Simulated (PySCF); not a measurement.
C3H8OSe, SMILES CC[Se]OC.

Geometry: PBE-D3(BJ)/def2-SVP. One conformer was computed; it need not be the lowest.

Level of theory: PBE-D3(BJ)/def2-SVP run with PySCF.

Frequencies are harmonic and unscaled.

### Question
List the normal modes with their intensities. (The exact figures need the calculation; the answer reports its results.)

### Answer

```json
[
 {"mode": "1", "ν (cm⁻¹)": "59", "IR (km/mol)": "0.6", "moving atoms (share of kinetic energy)": "H 43 %, C 40 %, O 14 %"},
 {"mode": "2", "ν (cm⁻¹)": "93", "IR (km/mol)": "3.0", "moving atoms (share of kinetic energy)": "H 47 %, C 36 %, O 13 %"},
 {"mode": "3", "ν (cm⁻¹)": "143", "IR (km/mol)": "0.4", "moving atoms (share of kinetic energy)": "H 59 %, C 31 %"},
 {"mode": "4", "ν (cm⁻¹)": "197", "IR (km/mol)": "5.3", "moving atoms (share of kinetic energy)": "H 57 %, O 30 %, C 12 %"},
 {"mode": "5", "ν (cm⁻¹)": "269", "IR (km/mol)": "0.3", "moving atoms (share of kinetic energy)": "H 76 %, C 18 %"},
 {"mode": "6", "ν (cm⁻¹)": "296", "IR (km/mol)": "1.2", "moving atoms (share of kinetic energy)": "C 41 %, H 29 %, O 19 %, Se 11 %"},
 {"mode": "7", "ν (cm⁻¹)": "313", "IR (km/mol)": "1.4", "moving atoms (share of kinetic energy)": "C 38 %, H 25 %, Se 22 %, O 15 %"},
 {"mode": "8", "ν (cm⁻¹)": "541", "IR (km/mol)": "5.2", "moving atoms (share of kinetic energy)": "C 63 %, H 20 %, Se 15 %"},
 {"mode": "9", "ν (cm⁻¹)": "561", "IR (km/mol)": "20.3", "moving atoms (share of kinetic energy)": "O 71 %, Se 15 %"},
 {"mode": "10", "ν (cm⁻¹)": "709", "IR (km/mol)": "6.4", "moving atoms (share of kinetic energy)": "H 82 %, C 16 %"},
 {"mode": "11", "ν (cm⁻¹)": "938", "IR (km/mol)": "8.3", "moving atoms (share of kinetic energy)": "H 75 %, C 25 %"},
 {"mode": "12", "ν (cm⁻¹)": "971", "IR (km/mol)": "1.5", "moving atoms (share of kinetic energy)": "H 78 %, C 20 %"},
 {"mode": "13", "ν (cm⁻¹)": "1036", "IR (km/mol)": "91.0", "moving atoms (share of kinetic energy)": "O 47 %, C 44 %, H 9 %"},
 {"mode": "14", "ν (cm⁻¹)": "1044", "IR (km/mol)": "1.0", "moving atoms (share of kinetic energy)": "C 68 %, H 32 %"},
 {"mode": "15", "ν (cm⁻¹)": "1128", "IR (km/mol)": "0.8", "moving atoms (share of kinetic energy)": "H 77 %, C 18 %"},
 {"mode": "16", "ν (cm⁻¹)": "1139", "IR (km/mol)": "11.2", "moving atoms (share of kinetic energy)": "H 69 %, C 23 %, O 9 %"},
 {"mode": "17", "ν (cm⁻¹)": "1197", "IR (km/mol)": "9.2", "moving atoms (share of kinetic energy)": "H 74 %, C 26 %"},
 {"mode": "18", "ν (cm⁻¹)": "1215", "IR (km/mol)": "12.4", "moving atoms (share of kinetic energy)": "H 79 %, C 21 %"},
 {"mode": "19", "ν (cm⁻¹)": "1333", "IR (km/mol)": "4.5", "moving atoms (share of kinetic energy)": "H 80 %, C 20 %"},
 {"mode": "20", "ν (cm⁻¹)": "1379", "IR (km/mol)": "5.5", "moving atoms (share of kinetic energy)": "H 89 %, C 11 %"},
 {"mode": "21", "ν (cm⁻¹)": "1389", "IR (km/mol)": "4.8", "moving atoms (share of kinetic energy)": "H 93 %"},
 {"mode": "22", "ν (cm⁻¹)": "1397", "IR (km/mol)": "3.4", "moving atoms (share of kinetic energy)": "H 93 %"},
 {"mode": "23", "ν (cm⁻¹)": "1408", "IR (km/mol)": "10.9", "moving atoms (share of kinetic energy)": "H 97 %"},
 {"mode": "24", "ν (cm⁻¹)": "1424", "IR (km/mol)": "5.4", "moving atoms (share of kinetic energy)": "H 96 %"},
 {"mode": "25", "ν (cm⁻¹)": "1435", "IR (km/mol)": "12.8", "moving atoms (share of kinetic energy)": "H 95 %"},
 {"mode": "26", "ν (cm⁻¹)": "2916", "IR (km/mol)": "73.4", "moving atoms (share of kinetic energy)": "H 97 %"},
 {"mode": "27", "ν (cm⁻¹)": "2968", "IR (km/mol)": "23.0", "moving atoms (share of kinetic energy)": "H 97 %"},
 {"mode": "28", "ν (cm⁻¹)": "2979", "IR (km/mol)": "9.5", "moving atoms (share of kinetic energy)": "H 94 %"},
 {"mode": "29", "ν (cm⁻¹)": "2991", "IR (km/mol)": "44.5", "moving atoms (share of kinetic energy)": "H 90 %, C 10 %"},
 {"mode": "30", "ν (cm⁻¹)": "3032", "IR (km/mol)": "18.2", "moving atoms (share of kinetic energy)": "H 91 %, C 9 %"},
 {"mode": "31", "ν (cm⁻¹)": "3045", "IR (km/mol)": "1.0", "moving atoms (share of kinetic energy)": "H 91 %, C 9 %"},
 {"mode": "32", "ν (cm⁻¹)": "3054", "IR (km/mol)": "14.7", "moving atoms (share of kinetic energy)": "H 91 %, C 9 %"},
 {"mode": "33", "ν (cm⁻¹)": "3079", "IR (km/mol)": "11.6", "moving atoms (share of kinetic energy)": "H 90 %, C 10 %"}
]
```
